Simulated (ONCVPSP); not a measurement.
An all-electron radial function and its pseudo partner (aluminium)

Columns: radius, all-electron u(r) and pseudo u(r) of the 3s shell (level -11.14 eV) of aluminium in the configuration [Ne] 3s2 3p0.5; PW91, scalar-relativistic, ONCV scheme, ONCVPSP 4.0.1.

```json
{"r (bohr)": "0.105", "all-electron": "0.1153", "pseudo": "0.0181"}
{"r (bohr)": "0.210", "all-electron": "-0.1037", "pseudo": "0.0383"}
{"r (bohr)": "0.315", "all-electron": "-0.2605", "pseudo": "0.0619"}
{"r (bohr)": "0.420", "all-electron": "-0.3072", "pseudo": "0.0896"}
{"r (bohr)": "0.525", "all-electron": "-0.2702", "pseudo": "0.1219"}
{"r (bohr)": "0.630", "all-electron": "-0.1832", "pseudo": "0.1593"}
{"r (bohr)": "0.735", "all-electron": "-0.0718", "pseudo": "0.2020"}
{"r (bohr)": "0.840", "all-electron": "0.0470", "pseudo": "0.2501"}
{"r (bohr)": "0.945", "all-electron": "0.1627", "pseudo": "0.3022"}
{"r (bohr)": "1.050", "all-electron": "0.2694", "pseudo": "0.3567"}
{"r (bohr)": "1.155", "all-electron": "0.3639", "pseudo": "0.4112"}
{"r (bohr)": "1.260", "all-electron": "0.4451", "pseudo": "0.4643"}
{"r (bohr)": "1.365", "all-electron": "0.5129", "pseudo": "0.5151"}
{"r (bohr)": "1.470", "all-electron": "0.5682", "pseudo": "0.5624"}
{"r (bohr)": "1.575", "all-electron": "0.6119", "pseudo": "0.6048"}
{"r (bohr)": "1.680", "all-electron": "0.6450", "pseudo": "0.6400"}
{"r (bohr)": "1.785", "all-electron": "0.6685", "pseudo": "0.6661"}
{"r (bohr)": "1.890", "all-electron": "0.6831", "pseudo": "0.6825"}
{"r (bohr)": "1.995", "all-electron": "0.6901", "pseudo": "0.6900"}
{"r (bohr)": "2.100", "all-electron": "0.6903", "pseudo": "0.6903"}
{"r (bohr)": "2.205", "all-electron": "0.6848", "pseudo": "0.6848"}
{"r (bohr)": "2.310", "all-electron": "0.6744", "pseudo": "0.6744"}
{"r (bohr)": "2.415", "all-electron": "0.6600", "pseudo": "0.6600"}
{"r (bohr)": "2.520", "all-electron": "0.6423", "pseudo": "0.6423"}
{"r (bohr)": "2.625", "all-electron": "0.6220", "pseudo": "0.6220"}
{"r (bohr)": "2.730", "all-electron": "0.5997", "pseudo": "0.5997"}
```

Problem. How many radial nodes do the two functions have?

Solution. The all-electron 3s function has n − l − 1 = 2; the pseudo-wave has 0, since the states of the same l below it are removed with the core.

Problem. At about which radius was the pseudo-wave matched?

Solution. 2.10 bohr, where the columns begin to agree (steps of 0.10 bohr).

Problem. Where does each function peak?

Solution. Outermost all-electron maximum near 2.10 bohr, pseudo maximum near 2.10 bohr (to the table’s step).

Problem. Is the pseudo-wave norm-conserving?

Solution. Yes: the ONCV scheme keeps the norm inside the radius equal to the all-electron one, which fixes the energy derivative of the logarithmic derivative at the level.
